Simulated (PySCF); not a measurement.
CH5AlO2S, SMILES [OH][Al]([SH])[O]C. Heavy atoms are numbered as in [Al:1]([OH:2])([O:4][CH3:5])[SH:9]. Hydrogens are named by the atom that carries them.

The structure is a stationary point at r2SCAN-D4/def2-SVP. The structure was generated by enumeration; whether it is a known compound was not checked. One conformer was computed; it need not be the lowest.

All values below come from PySCF with PBE/def2-TZVP.

ESP charges are fitted to the potential on shells at 1.4 to 2.0 van der Waals radii. Atomic charges (e), one atom of each kind:

| atom | Mulliken | IAO | ESP fit |
|---|---|---|---|
| Al1 | 0.48 | 1.13 | 0.79 |
| O2 (OH) | -0.50 | -0.81 | -0.76 |
| H on O2 | 0.31 | 0.37 | ___ |
| O4 | -0.27 | -0.64 | -0.35 |
| C5 (CH3) | -0.21 | -0.20 | ___ |
| H on C5 | 0.12 | 0.14 | ___ |
| S9 (SH) | -0.33 | -0.38 | -0.40 |
| H on S9 | 0.18 | 0.13 | ___ |

Question: What belongs in the gaps? (Estimate from the structure and the level; the computed values follow.)

Answer: 
- H on O2, ESP fit: 0.42
- C5 (CH3), ESP fit: -0.24
- H on C5, ESP fit: 0.10
- H on S9, ESP fit: 0.20
